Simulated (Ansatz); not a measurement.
`CB(N)O[SiH3]` + `NC(O)O` → `OC(O)N[SiH3]` + `CB(N)O`  (ligand exchange at the Si–O bond)

Program: Ansatz. Geometries: PBE0-D4/def2-TZVP. ΔE: electronic, gas phase. CCSD(T)/CBS is the MP2 limit (def2-TZVPP, def2-QZVPP) plus CCSD(T) − MP2 in def2-TZVPP, frozen cores. This one scheme is used for every species. Functionals use def2-TZVPP. Each species was taken in one conformer, which may not be the lowest.

| level | ΔE (eV) |
| --- | --- |
| r2SCAN-D4 | 0.53 |
| HF/CBS(def2) | 0.64 |

Problem. What does CCSD(T)/CBS give? (Estimate.)

Solution. Ansatz gave: +0.54 eV. The listed levels differ from it by -0.01, 0.10 eV.

Largest T1 diagnostic among the species: 0.011.

In def2-TZVPP, CCSD(T) changes the Hartree–Fock value by −0.09 eV (the triples alone add −0.01 eV) and MP2 by −0.10 eV.
